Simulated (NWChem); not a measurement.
System: B2Cl3, doublet; SMILES Cl[B]B(Cl)Cl

```xyz
5

Cl     0.0000     0.0000    -2.7240
B      0.0000     0.0000    -1.0407
B      0.0000     0.0000     0.5589
Cl     0.0000     1.5337     1.4328
Cl     0.0000    -1.5337     1.4328
```
Atoms are numbered in this order, from 1.

All runs: NWChem. Spin-unrestricted. In the optimisation the excess spin sits in b1 (C2v, its own frame). Coordinates come from a PBE0/def2-SVP, spin-unrestricted optimisation. No stability test was run on the SCF state. Level PBE/def2-SVPD: single points from the atomic guess with DIIS by default; each run changes one setting, and all converged runs end within 0.3 mHa of each other.

Task: Which setting needs the most SCF iterations, or fails (defaults; occupation smearing of 0.005 Ha; level shift of 0.5 Ha throughout; no level shifting; DIIS on 20 Fock matrices)?

Result: level shift of 0.5 Ha throughout, with 18 against 10 for the defaults.
| setting | SCF iterations |
|---|---|
| defaults | 10 |
| DIIS on 20 Fock matrices | 9 |
| no level shifting | 10 |
| occupation smearing of 0.005 Ha | 10 |
| level shift of 0.5 Ha throughout | 18 |
